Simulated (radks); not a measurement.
The numbers below are computed, except where a source is named.
Problem. Valence configurations of Ga+ (all share [Ar]). Level of theory: Dirac Kohn-Sham, PBE, spin-unpolarised, spherical densities, finite nucleus; open shells fill j = l - 1/2 first; Fermi nuclear charge, rms radius 3.9973 fm (a radial shooting solver on a logarithmic mesh with Libxc functionals). Order these by energy: 3d9.5 4s1.5 4p1; 3d9 4s1 4p2; 3d10 4p2; 3d10 4s2; 3d9.5 4s2 4p0.5; 3d10 4s1 4p1; 3d10 4s1.5 4p0.5; 3d9 4s2 4p1.

Solution. From the lowest, in eV above it: 3d10 4s2 0.000; 3d10 4s1.5 4p0.5 3.599; 3d10 4s1 4p1 7.249; 3d9.5 4s2 4p0.5 9.910; 3d9.5 4s1.5 4p1 13.737; 3d10 4p2 14.689; 3d9 4s2 4p1 21.658; 3d9 4s1 4p2 29.793. NIST lists [Ar] 3d10 4s2 as the ground configuration; this level of theory agrees among the configurations tried. The energies are those of spherical spin-averaged densities, not of single terms.
